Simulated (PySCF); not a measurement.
# Dipole moment and polarisability of `[SiH3][O][GaH2-][O+]1CCCC1`

Species: C4H13GaO2Si.
Geometry (PBE0-D3(BJ)/def2-SVP, Å), atoms numbered from 1 in this order:
```xyz
21
C4H13GaO2Si angstrom
Si     2.621   -0.778   -0.686
O      1.769   -0.271    0.617
Ga     1.191    1.292    1.375
O     -0.818    0.986    0.858
C     -1.416   -0.240    1.298
C     -1.304   -1.185    0.105
C     -1.197   -0.244   -1.112
C     -1.220    1.158   -0.506
H      1.952   -1.979   -1.291
H      4.022   -1.173   -0.334
H      2.698    0.271   -1.760
H      1.069    1.183    2.933
H      1.484    2.569    0.506
H     -0.878   -0.570    2.195
H     -2.465   -0.027    1.566
H     -2.168   -1.860    0.048
H     -0.393   -1.791    0.195
H     -2.018   -0.377   -1.829
H     -0.256   -0.419   -1.652
H     -0.529    1.875   -0.968
H     -2.235    1.591   -0.506
```

Level: CAM-B3LYP/def2-SVPD (PySCF), static field, nuclei fixed, core orbitals frozen in the response. The polarisability tensor in these axes (au):

```
x   110.55   0.21  -1.24
y     0.21 104.60   2.77
z    -1.24   2.77 106.71
```

**Question.** What are the eigenvalues, a third of the trace, and Δα (Δα² = ½Σ(αi − αj)² over the three pairs)?

**Answer.** Principal values 102.59, 108.29 and 110.99 au; mean 107.29 au = 15.90 Å³ = 17.69 × 10⁻⁴⁰ C²·m²/J; Δα = 7.42 au (7 % of the mean).

**Question.** What is the dipole moment, and where does it point?

**Answer.** (-4.28, -0.26, -1.00) D, 4.40 D in size, pointing from the negative to the positive side. Measured along this direction, the outermost atoms are H10 at the negative end and H18 at the positive end.

**Question.** How large is μ²/3kT at 500 K beside α?

**Answer.** In Gaussian units μ²/3kT = 93.39 Å³ against 15.90 Å³, a ratio of 5.87; the Debye molar polarisation (4π/3)N_A(α + μ²/3kT) is 275.7 cm³/mol, leaving out the vibrational part.

**Question.** Traceless (Buckingham) quadrupole moment about the centre of nuclear charge: eigenvalues?

**Answer.** -7.63, -0.16, 7.79 D·Å. The values depend on the origin, since the dipole doesn't vanish. The electronic extent ⟨r²⟩ about the same centre is 1734 bohr², a root-mean-square distance of 2.23 Å for the 98 electrons.

**Question.** What molar refraction does this α imply?

**Answer.** Lorentz–Lorenz: R = (4π/3)N_A α = 2.5225 cm³/(mol·Å³) × 15.90 Å³ = 40.1 cm³/mol, in the limit of long wavelengths.

**Question.** Refractivity n − 1 of an ideal gas of it at 400 K and 1 atm, from the electronic α?

**Answer.** N = p/kT = 1.8347 × 10¹⁹ cm⁻³, so n − 1 = 2π × N × 15.90 × 10⁻²⁴ cm³ = 1833 × 10⁻⁶ at long wavelengths.

One conformer (not necessarily the lowest) at the PBE0-D3(BJ)/def2-SVP geometry, without solvent, vibrations or thermal averaging. The calculation is non-relativistic, for gallium too.
